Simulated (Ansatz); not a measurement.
SnHF₃, 5 atoms. Hardware: 4 threads of Arm Neoverse V1 on a shared host.

In the def2 sets Sn takes a core potential; there is no spin–orbit coupling.

Question: How many basis functions does each of these Ansatz runs have, and roughly what does it cost? PBE-D4/def2-SVP, charge 0 singlet, energy, from earlier orbitals; PBE0-D4/def2-TZVP, charge 0 singlet, relaxation, 3 steps; PBE0-D4/def2-TZVP, charge 0 singlet, frequencies; PBE0-D4/def2-TZVP, charge 0 singlet, energy, from earlier orbitals; PBE-D4/def2-TZVP, charge 0 triplet at the geometry of the charge 0 singlet, energy, from earlier orbitals; PBE0-D4/def2-SVP, charge 0 singlet, energy, from earlier orbitals; r2SCAN0-D4/def2-TZVP, charge 0 singlet, energy and forces, from earlier orbitals; r2SCAN-D4/def2-TZVP, charge 1 doublet at the geometry of the charge 0 singlet, energy, from earlier orbitals; r2SCAN-D4/def2-TZVP, charge 0 triplet at the geometry of the charge 0 singlet, energy, from earlier orbitals; BHLYP-D4/def2-TZVP, charge 0 singlet, energy, from earlier orbitals; PBE-D4/def2-TZVP, charge 1 doublet at the geometry of the charge 0 singlet, energy, from earlier orbitals; PBE0-D4/def2-SVP, charge 1 doublet at the geometry of the charge 0 singlet, energy with a search over starts.

Answer: Other jobs shared the machine, so times can vary by a factor of up to 3. A dash marks memory too small to be measured apart from the calling script's.

| run | functions | fitting or Cholesky vectors | wall time | peak host memory (GiB) |
| --- | --- | --- | --- | --- |
| PBE-D4/def2-SVP, charge 0 singlet, energy, from earlier orbitals | 73 | 793 | 0.5 s | – |
| PBE0-D4/def2-SVP, charge 0 singlet, energy, from earlier orbitals | 73 | 771 | 0.75 s | – |
| BHLYP-D4/def2-TZVP, charge 0 singlet, energy, from earlier orbitals | 149 | 1053 | 1.4 s | – |
| PBE0-D4/def2-TZVP, charge 0 singlet, energy, from earlier orbitals | 149 | 973 | 1.4 s | – |
| PBE-D4/def2-TZVP, charge 0 triplet at the geometry of the charge 0 singlet, energy, from earlier orbitals | 149 | 900 | 1.9 s | – |
| PBE-D4/def2-TZVP, charge 1 doublet at the geometry of the charge 0 singlet, energy, from earlier orbitals | 149 | 900 | 2.4 s | – |
| r2SCAN0-D4/def2-TZVP, charge 0 singlet, energy and forces, from earlier orbitals | 149 | 973 | 2.9 s | – |
| PBE0-D4/def2-SVP, charge 1 doublet at the geometry of the charge 0 singlet, energy with a search over starts | 73 | 771 | 3.2 s | – |
| PBE0-D4/def2-TZVP, charge 0 singlet, relaxation, 3 steps | 149 | 973 | 3.7 s | – |
| r2SCAN-D4/def2-TZVP, charge 0 triplet at the geometry of the charge 0 singlet, energy, from earlier orbitals | 149 | 900 | 4.6 s | – |
| r2SCAN-D4/def2-TZVP, charge 1 doublet at the geometry of the charge 0 singlet, energy, from earlier orbitals | 149 | 900 | 4.9 s | – |
| PBE0-D4/def2-TZVP, charge 0 singlet, frequencies | 149 | 973 | 38 s | – |
